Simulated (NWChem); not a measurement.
Molecule: diselenium (Se$_{2}$, triplet); SMILES [Se]=[Se]

All runs: NWChem. Spin-unrestricted. Geometry: optimised at PBE0/def2-SVP, spin-unrestricted. No stability test was run on the SCF state. Total energies compare along this basis series because the functional is fixed.

| level | basis functions | energy (Ha) | highest occupied level (eV) | lowest empty minus highest occupied level, either spin (eV) |
|---|---|---|---|---|
| CAM-B3LYP/STO-3G | 36 | -4749.8668 | -5.51 | 5.75 |
| CAM-B3LYP/def2-SVP | 64 | -4802.7659 | -7.92 | 5.37 |
| CAM-B3LYP/def2-SVPD | 82 | -4802.7710 | -8.11 | 5.29 |
| CAM-B3LYP/def2-TZVP | 96 | -4803.3574 | -8.04 | 5.33 |
| CAM-B3LYP/def2-TZVPD | 114 | -4803.3589 | -8.09 | 5.32 |
| CAM-B3LYP/def2-TZVPP | 96 | -4803.3574 | -8.04 | 5.33 |
| CAM-B3LYP/def2-QZVP | 150 | -4803.4617 | -8.07 | 5.33 |
